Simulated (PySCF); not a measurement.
A small calculation by hand: oscillator strength and radiative lifetime

B(Me)(OMe)(SiH3) (C2H9BOSi), SMILES COB(C)[SiH3].

The structure is a stationary point at B3LYP-D3(BJ)/def2-SVP. The structure was generated by enumeration, and PubChem lists no compound with its InChIKey, so it may never have been made. Other conformers were not sampled.

PySCF 2.14.0 with TDDFT-PBE/def2-SVPD puts the first singlet state with f over 0.02 at 6.03 eV (vertical), with the transition dipole (-0.290, -0.267, -0.141) in atomic units.

Q: Find the oscillator strength, the wavelength and the radiative lifetime that this transition would have in vacuum if emission retraced absorption.

A: 
|μ|² = 0.1753 au, so |μ| = 1.06 D. ΔE = 6.03/27.211 = 0.2216 hartree. f = (2/3) ΔE |μ|² = 0.026 (the program prints 0.026).
λ = 1239.84/6.03 = 206 nm; ν = 48635 cm⁻¹.
Einstein's coefficient A = 0.6670 ν² f s⁻¹ (ν in cm⁻¹) = 4.1e7 s⁻¹, so τ = 1/A = 24 ns. This state is S2; the lower singlet has f = 0.006. The figure is the radiative limit of this one transition; relaxation, internal conversion, crossing to triplets and a medium change what is measured.
